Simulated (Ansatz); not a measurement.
Reaction (ligand exchange at a Ge–O bond): `[OH][Ge][SH]` + H–F → `[F][Ge][SH]` + H₂O

Gas-phase electronic energies from Ansatz, PBE0-D4/def2-TZVP geometries. CCSD(T)/CBS is the MP2 limit (def2-TZVPP, def2-QZVPP) plus CCSD(T) − MP2 in def2-TZVPP, frozen cores. This one scheme is used for every species. DFT in def2-TZVPP. HSE06 is defined as in plane-wave codes. For Ge outer-core shells are correlated without core-valence functions, which leaves a few kJ/mol of doubt a bond. Scalar relativity is left out up to krypton. Each species was taken in one conformer, which may not be the lowest.

```tsv
level	ΔE (kJ/mol)	difference from CCSD(T)/CBS
HSE06-D4	-26.4	-1.5
B2PLYP	-28.8	-3.9
PBE0	-28.2	-3.3
r2SCANh	-29.1	-4.2
BHLYP	-32.7	-7.8
CAM-B3LYP	-33.0	-8.1
RPA@PBE/def2-TZVPP	-24.8	0.1
MP2/def2-TZVPP	-19.7	5.2
MP2/def2-QZVPP	-21.5	3.4
MP2/CBS(def2)	-21.6	3.3
CCSD(T)/CBS	-24.9	0
```

Largest T1 diagnostic among the species: 0.015.

Leaving LDA and LC-ωPBE aside and taking each functional with its dispersion term where it has one, the values, not all of them listed here, spread over 10.0 kJ/mol, from B97M-V to PBE-QIDH. LDA lies +6.1 kJ/mol from PBE without D4. In def2-TZVPP, CCSD(T) changes the Hartree–Fock value by +10.4 kJ/mol (the triples alone add +1.4 kJ/mol) and MP2 by +13.7 kJ/mol. At CCSD(T), def2-SVP lies −3.8 kJ/mol from the extrapolated value and def2-TZVPP +1.9 kJ/mol.
